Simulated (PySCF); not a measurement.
C2H5BO3, SMILES CC(=O)OBO. Atoms are numbered in the order given.

```xyz
11

B     -0.4132     0.9910     1.0269
H     -1.3154     1.5946     0.5161
O      0.3216     0.0311     0.3456
C     -0.0734    -0.5068    -0.8431
C      1.0765    -1.1610    -1.5457
O     -1.2017    -0.4660    -1.2346
H      0.7332    -1.6144    -2.4816
H      1.5232    -1.9256    -0.8931
H      1.8592    -0.4149    -1.7489
O     -0.0494     1.2714     2.2907
H      0.6823     0.7191     2.5923
```

The structure is a stationary point at PBE0-D3(BJ)/def2-SVP. This is a generated structure with no PubChem entry under its InChIKey; it may be hypothetical. Other conformers were not sampled.

Two levels are set side by side: PBE/pcSseg-1 (PySCF) and PBE0/pcSseg-1 (PySCF). GIAO shifts against BF3 (¹¹B), H2O (¹⁷O), TMS (¹H), TMS (¹³C) at the same level; non-relativistic, no solvent, atoms listed together averaged. Differences are taken from unrounded values.

| quantity | PBE |
|---|---|
| δ(¹¹B) of B1 (ppm) | 12.7 |
| δ(¹H) of H2 (ppm) | 5.19 |
| δ(¹⁷O) of O3 (ppm) | 289.6 |
| δ(¹³C) of C4 (ppm) | 170.1 |
| δ(¹³C) of C5 (ppm) | 24.8 |
| δ(¹⁷O) of O6 (ppm) | 489.3 |
| δ(¹⁷O) of O10 (ppm) | 148.0 |
| δ(¹H) of H11 (ppm) | 4.66 |

Task: These are the PBE values. What does PBE0 give? (An estimate is asked for; the answer gives what the named calculation found.)

Result: 
| quantity | PBE0 | PBE minus PBE0 |
|---|---|---|
| δ(¹¹B) of B1 (ppm) | 13.6 | -0.9 |
| δ(¹H) of H2 (ppm) | 5.11 | 0.08 |
| δ(¹⁷O) of O3 (ppm) | 271.9 | 17.7 |
| δ(¹³C) of C4 (ppm) | 173.4 | -3.3 |
| δ(¹³C) of C5 (ppm) | 25.2 | -0.4 |
| δ(¹⁷O) of O6 (ppm) | 490.5 | -1.2 |
| δ(¹⁷O) of O10 (ppm) | 136.2 | 11.8 |
| δ(¹H) of H11 (ppm) | 4.60 | 0.06 |

Rough cost on one machine, each run with all the roots and properties that it gave: PBE0 against PBE within a factor of 2.
